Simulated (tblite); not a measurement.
Species: C4H11F2NSi.
Atom-mapped SMILES: `[CH3:1][C@@H:2]([CH:3]([F:4])[F:5])[Si@@H:6]([CH3:7])[NH2:8]` (hydrogens: H9, H10, H11 on C1; H12 on C2; H13 on C3; H14 on Si6; H15, H16, H17 on C7; H18, H19 on N8)

Cartesian coordinates in Å at the GFN2-xTB level; atoms count from 1:
```xyz
19
C4H11F2NSi angstrom
C     -1.681    0.646    0.147
C     -0.813   -0.603    0.255
C     -1.106   -1.522   -0.906
F     -0.624   -1.028   -2.077
F     -0.502   -2.730   -0.746
Si     1.064   -0.196    0.348
C      1.565    1.138   -0.899
N      1.222    0.514    1.916
H     -1.451    1.325    0.963
H     -2.740    0.394    0.191
H     -1.488    1.156   -0.793
H     -1.103   -1.159    1.151
H     -2.181   -1.716   -1.060
H      1.817   -1.437    0.112
H      1.125    2.100   -0.653
H      1.257    0.874   -1.905
H      2.643    1.262   -0.909
H      2.081    0.991    2.136
H      0.906    0.001    2.723
```

Calculated harmonic vibrations of the isolated species, GFN2-xTB (tblite), most abundant isotopes, no scaling. Errors from tens to a few hundred cm⁻¹ against measured bands are possible. Modes of hydrogen on silicon can be 10 to 20 % off. One conformer, not necessarily the lowest.

Harmonic wavenumbers (cm⁻¹): 34.1, 73.9, 124.5, 129.6, 152.6, 178.0, 209.3, 220.3, 232.0, 246.3, 306.6, 431.5, 503.9, 551.9, 575.3, 634.4, 661.7, 683.5, 743.3, 802.6, 821.8, 857.4, 904.8, 934.7, 979.1, 1013.8, 1057.1, 1121.3, 1144.7, 1234.2, 1272.0, 1301.5, 1308.9, 1373.8, 1414.1, 1479.9, 1487.6, 1500.9, 1505.0, 1522.1, 2197.8, 2860.1, 2955.5, 3000.4, 3042.9, 3044.3, 3050.9, 3054.4, 3063.5, 3474.1, 3510.7.

A = 2222, B = 1117, C = 1098 MHz; mass 139.063 u (most abundant isotopes); point group C1, symmetry number 1.

Problem. Zero-point energy?

Solution. Half the sum of the wavenumbers: 32492 cm⁻¹ = 92.90 kcal/mol.

Problem. What is S at 273.15 K and 1 bar for an ideal gas of classical rigid rotors and harmonic oscillators?

Solution. Translation 40.29, rotation 28.90, vibration 31.98: S = 101.2 cal/(mol K).

Problem. And Cp and H(273.15 K) − H(0)?

Solution. Cp = 39.81 cal/(mol K), of which vibrations give 31.86 (their classical limit is 51 R = 101.3); H(273.15 K) − H(0) = 6.77 kcal/mol without the zero-point energy, 4.60 from vibrations.

Problem. How do the functions run with temperature in this model?

Solution. 
```csv
T (K),S (cal/(mol K)),Cp (cal/(mol K)),H − H(0) (kcal/mol),G − H(0) (kcal/mol),ln q(vib)
100,71.6,21.6,1.42,-5.74,2.09
200,90.0,32.4,4.13,-13.86,5.31
300,105.0,42.5,7.88,-23.63,8.45
500,131.0,59.6,18.18,-47.31,14.37
800,162.8,75.8,38.71,-91.56,22.48
1000,180.6,82.9,54.62,-125.94,27.37
```

q(vib) and H(0) count from the zero-point level.

Problem. What must be added to the electronic energy to get the Gibbs energy at 273.15 K and 1 bar?

Solution. ZPE + [H(273.15 K) − H(0)] − T·S = 92.90 + 6.77 − 27.63 = 72.04 kcal/mol.

Problem. Blend soft modes into free rotors: weight 1/[1 + (100 cm⁻¹/ν̃)⁴] for the oscillator and the rest for a rotor with moment μB/(μ + B), μ = h/(8π²ν), B = 10⁻⁴⁴ kg m². What vibrational entropy results?

Solution. 29.67 cal/(mol K) in place of 31.98, which changes −T·S at 273.15 K by +0.63 kcal/mol.

Hindered rotation and anharmonicity are outside this model. Other conformers, if any are populated, would add a mixing term that is left out. The structure is chiral; the term R ln 2 for an equal mix with its mirror image is left out.
